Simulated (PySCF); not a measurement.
Theoretical values (PySCF 2.14): structure optimised with GFN2-xTB, shielding tensors at PBE0/pcSseg-1 (GIAO). One computed conformer, no solvent model, non-relativistic Hamiltonian, rapidly exchanging positions averaged.

Shifts are taken against calculated references (same method and geometry level): 1H (σref 31.72), 13C (σref 186.93) against TMS. Shifts are as computed. Against solution values, carbons near 30 ppm lie about +3 ppm off and those near 130 ppm about +5 ppm. Of 1211 compounds with measured shifts, 218 miss one by over three times the rms of a fit or turn the order of signals round; such compounds aren't used in these exercises. OH and NH positions are gas-phase values without hydrogen bonding to other molecules.

**Question.** Order these molecules by the shift of their most deshielded carbon-bound hydrogen, lowest δ first.
A. CNc1ccccc1C
B. C=N[C@@]12C=C[C@@H](CC1)C2
C. [SiH3][Si]([SiH3])([SiH3])C1CCC1
D. Fc1cc(F)cc(F)c1

**Answer.** C (2.58 ppm, hydrogen on an sp3 CH2 in a ring), D (6.88 ppm, hydrogen on an aromatic CH), A (7.45 ppm, hydrogen on an aromatic CH), B (8.18 ppm, hydrogen on a C=N carbon).

**Question.** Order these molecules by the shift of their most shielded carbon, lowest δ first.
A. Fc1cc(F)cc(F)c1
B. C=N[C@@]12C=C[C@@H](CC1)C2
C. CNc1ccccc1C

**Answer.** C (20.3 ppm, methyl carbon on an aromatic ring), B (30.3 ppm, sp3 CH2 in a ring), A (105.7 ppm, aromatic CH).

**Question.** How many 13C and 1H signals does each give (equivalence by symmetry and fast rotation, but not about amide C–N or C=N bonds)? `CNc1ccccc1C`, `[SiH3][Si]([SiH3])([SiH3])C1CCC1`, `Fc1cc(F)cc(F)c1`, `C=N[C@@]12C=C[C@@H](CC1)C2`

**Answer.** CNc1ccccc1C: 8 C, 7 H; [SiH3][Si]([SiH3])([SiH3])C1CCC1: 3 C, 6 H; Fc1cc(F)cc(F)c1: 2 C, 1 H; C=N[C@@]12C=C[C@@H](CC1)C2: 8 C, 11 H.
